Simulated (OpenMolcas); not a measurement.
## Ni IV: Racah parameters, the spin-orbit constant, worked from levels

| Item | Value |
| --- | --- |
| Program | OpenMolcas |
| Basis | ANO-RCC-VDZP [5s4p2d1f] |
| Scalar Hamiltonian | DKH2, point nucleus |
| Active space | 7 electrons in 9 orbitals (RAS2 3d 4s; RAS3 4p, at most 2 electrons) |
| State averaging | 2S+1 = 4 even, 50 roots; 2S+1 = 6 even, 5 roots kept (CI in the orbitals of an earlier block); 2S+1 = 2 even, 83 roots kept (CI in the orbitals of an earlier block); 2S+1 = 4 odd, 5 roots (0 in the spin-orbit step); 2S+1 = 6 odd, 5 roots kept (CI in the orbitals of an earlier block, 0 in the spin-orbit step) |
| Spin-orbit coupling | state interaction with AMFI integrals over the reference wave functions, term energies averaged over their components |

Methods: RASSCF; MS-RASPT2, IPEA 0.25 Eh, imaginary shift 0.1 Eh (closed shells correlated: 3s 3p). Measured levels: Corliss and Sugar, J. Phys. Chem. Ref. Data 10, 197 (1981).

**Racah parameters.** Above ⁴F, d7 has ⁴P at 15B, ²G at 4B + 3C and ²H at 9B + 3C. The first two fix B and C, and the third tests them; where it misses by thousands of cm-1, two parameters do not describe the configuration (Trees and configuration-interaction terms are left out) and B and C hang on the terms chosen. Term energies are centres of gravity, weighted by 2J + 1.

```
   Source     ⁴P     ²G     B     C   C/B  ²H from B, C  ²H found
   RASSCF  22112  22525  1474  5543  3.76         29895     30255
MS-RASPT2  17800  19373  1187  4875  4.11         25308     26939
 measured  17189  19174  1146  4863  4.24         24903     25965
```

Energies in cm-1. From RASSCF to MS-RASPT2, B changes by -19.5 % and C by -12.1 %. Against the measured terms, MS-RASPT2 has B off by +3.6 % and C by +0.2 %.

**The spin-orbit constant.** For the Hund term ⁴F of d7, E(J) = (A/2) J(J+1) + constant and ζ = -2S·A = -3A. From J = 3/2 to J = 9/2 the energy changes by 10.5 A.

| Source | E(9/2) - E(3/2) | A | ζ |
| --- | --- | --- | --- |
| RASSCF | -2923.4 | -278.4 | 835 |
| MS-RASPT2 | -2911.7 | -277.3 | 832 |
| measured | -2621.1 | -249.6 | 749 |

All in cm-1. MS-RASPT2 is off by +11.1 % and RASSCF by +11.5 %. Both methods take the spin-orbit matrix elements from the reference wave functions, so the second can move ζ only through the term energies and any multistate remixing. Second-order mixing with other terms is absorbed into this ζ.

CASPT2 does not keep the components of a term degenerate, so their means are used; among the terms shown or strongly mixed into the levels shown the widest spread is 2600 cm-1 (3d⁷ ⁴F, MS-RASPT2). Some high roots are left out of the spin-orbit mixing, which shifts the levels that they would mix with. Terms from blocks run as CI alone lack orbitals of their own. The basis is small and was not contracted for so high a charge. Without dynamic correlation excited terms often stand tens of per cent too high (terms of higher spin than the ground term too low), and those without a measured partner can miss by more than the paired ones (holds for RASSCF). Blocks of more than 70 roots (2S+1 = 2 even) ran without multistate coupling (holds for MS-RASPT2). Measured partners are found by configuration, term and J. A level has none where our copy of the source lacks it or the pairing is in doubt (some pairs that miss far off the trend of their configuration count as doubtful), and it then counts in no deviation. Only configurations of the active space appear.
